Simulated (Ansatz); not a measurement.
Consider the hydrogenolysis of the Si–Cl bond: `CO[SiH](S)Cl` + H₂ → `CO[SiH2]S` + HCl.

Program: Ansatz. Geometries: PBE0-D4/def2-TZVP. ΔE: electronic, gas phase. CBS: MP2 limit from def2 TZ/QZ plus the TZ coupled-cluster correction, frozen cores. This one scheme is used for every species. Functionals use def2-TZVPP. One conformer a species, not always the lowest.

`CO[SiH](S)Cl`:

Z-matrix (Å, degrees):
```
C
O 1 1.414
H 1 1.090 2 107.8
H 1 1.094 2 111.2 3 -119.5
H 1 1.095 2 111.2 3 119.0
Si 2 1.626 1 124.1 3 175.1
Cl 6 2.039 2 104.7 1 -178.7
S 6 2.124 2 112.9 1 -56.6
H 6 1.479 2 112.6 1 62.3
H 8 1.345 6 93.7 2 -60.5
```

H₂:

Cartesian coordinates in Å:
```
H -0.229 0.030 0.293
H 0.229 -0.030 -0.293
```

`CO[SiH2]S`:

Cartesian coordinates in Å:
```
C 0.413 -0.428 1.569
O 0.151 -0.695 0.209
Si -0.555 0.401 -0.786
S -0.480 -0.292 -2.787
H 1.034 -1.235 1.960
H 0.949 0.519 1.700
H -0.514 -0.389 2.153
H 0.150 1.702 -0.634
H -2.000 0.569 -0.489
H 0.852 -0.151 -2.893
```

HCl:

Cartesian coordinates in Å:
```
Cl -0.203 -0.303 0.525
H 0.203 0.303 -0.525
```

| level | ΔE (eV) |
| --- | --- |
| ωB97X-V | 0.92 |
| SCS-MP2/def2-TZVPP | 0.91 |
| MP2/def2-QZVPP | 1.03 |
| CCSD(T)/CBS(cc) | 0.96 |

(1) What does CCSD(T)/CBS give? (An estimate is asked.)

Largest T1 diagnostic among the species: 0.011.

## Answers

(1) The calculation gave: +0.94 eV. The listed levels differ from it by -0.02, -0.03, 0.09, 0.02 eV.

Leaving LDA and LC-ωPBE aside and taking each functional with its dispersion term where it has one, the values, not all of them listed here, spread over 0.11 eV, from B2PLYP to r2SCAN-D4. LDA lies +0.04 eV from PBE without D4. In def2-TZVPP, CCSD(T) changes the Hartree–Fock value by +0.13 eV (the triples alone add +0.05 eV) and MP2 by +0.24 eV. At CCSD(T), def2-SVP lies −0.16 eV from the extrapolated value and def2-TZVPP −0.06 eV.
